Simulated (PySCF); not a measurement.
Does the answer move with the share of exact exchange?

Compound: C2H5F2NSi.
SMILES with atom numbers: `[F:1][CH:2]([F:3])/[CH:4]=[N:5]/[SiH3:6]` (hydrogens: H7 on C2; H8 on C4; H9, H10, H11 on Si6)

Geometry (PBE0-D3(BJ)/def2-SVP, Å), atoms numbered from 1 in this order:
```
atom  x, y, z in Å
F1    -2.5383   -0.6245   -1.1280
C2    -1.9903    0.0377   -0.0865
F3    -2.6196   -0.3698    1.0367
C4    -0.5280   -0.3188    0.0091
N5     0.3594    0.5740   -0.0498
Si6    2.0941    0.2830    0.0524
H7    -2.1304    1.1231   -0.2198
H8    -0.3431   -1.4096    0.1313
H9     2.4137   -1.1729    0.2198
H10    2.7109    0.7985   -1.2018
H11    2.6097    1.0534    1.2184
```

PySCF, def2-SVPD basis, density fitting, gas phase, PBE0-D3(BJ)/def2-SVP geometry; singlet excitations by full TDDFT with frozen cores, triplets by Tamm–Dancoff TDDFT and ionisation energies by ΔSCF, from the lowest of the holes tried. One functional is left out:

```
functional  exact exchange (%)  HOMO energy (eV)  LUMO energy (eV)  lowest singlet excitation (eV)  lowest triplet excitation (eV)  dipole moment (D)  mean polarisability (au)  vertical ionisation energy (eV)
       LDA                   0             -6.49             -2.97                            3.81                            3.29              1.520                      68.1                             9.77
       PBE                   0             -6.38             -2.71                            3.92                            3.31              1.382                      66.9                             9.60
      PBE0                  25             -7.82             -1.61                            4.14                            3.48              1.485                      63.4                             9.87
 BHandHLYP                  50             -9.23             -0.38                            4.37                            3.71              1.602                      60.8                             9.92
```

Predict the row of B3LYP (20 % exact exchange) by straight lines through the other rows, and check it.

```
                       property   line  computed  computed − line  PBE0 (25 %), for comparison
               HOMO energy (eV)  -7.55     -7.61            -0.06                        -7.82
               LUMO energy (eV)  -1.86     -1.85            +0.01                        -1.61
 lowest singlet excitation (eV)   4.07      4.13            +0.06                         4.14
 lowest triplet excitation (eV)   3.46      3.52            +0.06                         3.48
              dipole moment (D)  1.501     1.514           +0.013                        1.485
       mean polarisability (au)   64.6      63.9             -0.7                         63.4
vertical ionisation energy (eV)   9.80      9.92            +0.12                         9.87
```

Which of these properties follows the share of exact exchange most closely, and which least?

Most closely the HOMO energy, least the dipole moment; the correlations over the tabulated rows are HOMO energy -0.999, lowest triplet excitation 0.997, LUMO energy 0.996, mean polarisability -0.983, lowest singlet excitation 0.982, vertical ionisation energy 0.838, dipole moment 0.753. The HOMO energy moves by -0.559 eV for every 10 %. Functionals with the same share still differ in their other parts: at 0 % LDA and PBE differ by 0.11 eV in it.
